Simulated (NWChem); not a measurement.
C2Cl3 cation

```xyz
5

Cl    -0.6216    -2.3308     0.0000
C     -0.2442    -0.8145     0.0000
C      0.0726     0.4587     0.0000
Cl     1.7092     0.8803     0.0000
Cl    -1.1768     1.5970     0.0000
```
Atoms are numbered in this order, from 1.

Computed with NWChem. Coordinates come from a PBE0/def2-SVP optimisation. Level: M05-2X/def2-SVP with SMD (1 M gas to 1 M solution), gas-phase geometry. Reactions with the solvent are ignored.

For solvent toluene:

- solvation free energy (kcal/mol): -33.0
- cavity-dispersion-structure term (kcal/mol): -2.2

Problem. What are these values for solvent water?

Solution. 
| Item | Value |
|---|---|
| solvation free energy (kcal/mol) | -50.0 |
| cavity-dispersion-structure term (kcal/mol) | 2.8 |
